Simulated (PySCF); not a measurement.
Gas-phase reaction: 4 Ge2H6 + 2 O → 6 GeH4 + Ge2O2

Energies from PySCF, thermal terms from the rigid-rotor harmonic-oscillator model, ideal gas at 1 bar. † marks an energy on the PBE0/def2-TZVP geometry and frequencies. CCSD(T) freezes the core. Open shells (unrestricted): O (multiplicity 3, electronic degeneracy 9); the rest are closed-shell singlets. Spin-orbit splitting is ignored; it lowers the true energy and changes the entropy of O. B3LYP is the form with VWN-RPA correlation. Ge: all electrons, no relativistic terms. Ge2O2: computed as isolated molecules; such fragments, hydroxides, amides, oligomers or adducts are transient or little studied in the gas. CCSD(T) isn't extrapolated to the basis-set limit; its ΔH°(298 K) is -777.1 kJ in def2-SVP and -815.9 kJ in def2-TZVPP. The harmonic model lacks anharmonicity and excited electronic states, which grow with temperature; levels with a mode under 35 cm⁻¹ are left out. Internal rotation in Ge2H6 is treated as a harmonic vibration of one conformer, which makes the entropy rough.

ΔH° and ΔS° at 298 K: B3LYP/def2-TZVP† -883 kJ, 78 J/K; BLYP/def2-TZVP† -951 kJ, 78 J/K; CCSD(T)/def2-SVP† -777 kJ, 78 J/K; CCSD(T)/def2-TZVPP† -816 kJ, 78 J/K; HF/def2-TZVP† -459 kJ, 78 J/K.

### Question
With the heat capacities included, give log10 K (1 bar) at 500, 1000, 1800, 2000, 2500 K from B3LYP/def2-TZVP†, BLYP/def2-TZVP†, CCSD(T)/def2-SVP†, CCSD(T)/def2-TZVPP†, HF/def2-TZVP†.

### Answer
```
T (K)  B3LYP/def2-TZVP†  BLYP/def2-TZVP†  CCSD(T)/def2-SVP†  CCSD(T)/def2-TZVPP†  HF/def2-TZVP†
-----  ----------------  ---------------  -----------------  -------------------  -------------
500                96.1            103.2               85.0                 89.0           51.7
1000               48.9             52.5               43.4                 45.4           26.7
1800               27.3             29.2               24.2                 25.3           14.9
2000               24.5             26.3               21.7                 22.7           13.4
2500               19.4             20.8               17.2                 18.0           10.5
```
